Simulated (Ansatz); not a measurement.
Geometry optimisation, RKS B3LYP-D4/def2-SVP in Ansatz 0.2.0.

Input file:

```yaml
crystal:
  periodic: [false, false, false]
  atoms:
    - { symbol: Al, position_ang: [-0.2008, 0.3219, 0.4506] }
    - { symbol: H, position_ang: [1.4638, -0.5919, 1.0807] }
    - { symbol: "N", position_ang: [0.0786, 2.0401, 0.1325] }
    - { symbol: "N", position_ang: [-1.6538, -0.4388, 1.1151] }
    - { symbol: H, position_ang: [1.139, -0.7328, 0.1541] }
    - { symbol: C, position_ang: [0.7445, -0.9902, -1.1675] }
    - { symbol: H, position_ang: [0.8713, 2.3801, -0.3941] }
    - { symbol: H, position_ang: [-0.3995, 2.828, 0.547] }
    - { symbol: H, position_ang: [-2.449, 0.0337, 1.5205] }
    - { symbol: H, position_ang: [-1.7631, -1.4333, 1.251] }
    - { symbol: H, position_ang: [0.6345, -2.0751, -1.181] }
    - { symbol: H, position_ang: [-0.1042, -0.6054, -1.7713] }
    - { symbol: H, position_ang: [1.6387, -0.7364, -1.7377] }
basis:
  gaussian: { orbitals: def2-SVP }
hamiltonian:
  xc: b3lyp
  dispersion: d4
relax:
  f_tol: 0.15
  max_steps: 25
  restrain:
    - { distance: [0, 5], at: 3.27, k: 30.0 }
    - { distance: [4, 1], at: 1.92, k: 30.0 }
    - { distance: [0, 1], at: 1.52, k: 30.0 }
    - { distance: [4, 5], at: 1.07, k: 30.0 }
output:
  orbitals: {}
```

Command:

```bash
$ ansatz run input.yaml --threads 2 --pin off --max-ram 3072MiB --backend cpu --events-out ev --progress --plain --runs-dir out
```

Question: Where does it end, and by what steps?

Answer: The run converged. The restraints hold the end off the free minimum. After 8 steps the energy has fallen by 2.179 eV (the restraints' own energy left out); H5 moved furthest, 0.72 Å. Parted: Al1–H5, Al1–C6. Joined: Al1–H2, H5–C6.

```csv
step,energy less start (eV),largest force component (eV/Å),accepted
0,0.0000,1.468,yes
1,-0.3449,2.228,yes
2,-0.9790,2.906,yes
3,-1.2773,2.747,yes
4,-1.6938,1.552,yes
5,-2.0017,0.875,yes
6,-2.1363,0.526,yes
7,-2.1693,0.492,yes
8,-2.1786,0.528,yes
```

```xyz
13
Properties=species:S:1:pos:R:3
Al -0.108 0.446 1.076
H 1.168 -0.378 1.321
N 0.023 2.079 0.392
N -1.698 -0.263 1.430
H 1.286 -0.988 -0.508
C 0.978 -1.218 -1.524
H 0.904 2.508 0.125
H -0.741 2.715 0.186
H -2.602 0.156 1.233
H -1.833 -1.162 1.883
H 0.722 -2.284 -1.593
H 0.100 -0.616 -1.802
H 1.801 -0.995 -2.218
```

Time of the run: 24 s on 2 threads of Arm Neoverse V1, with other jobs on the host, peak memory 0.22 GiB.
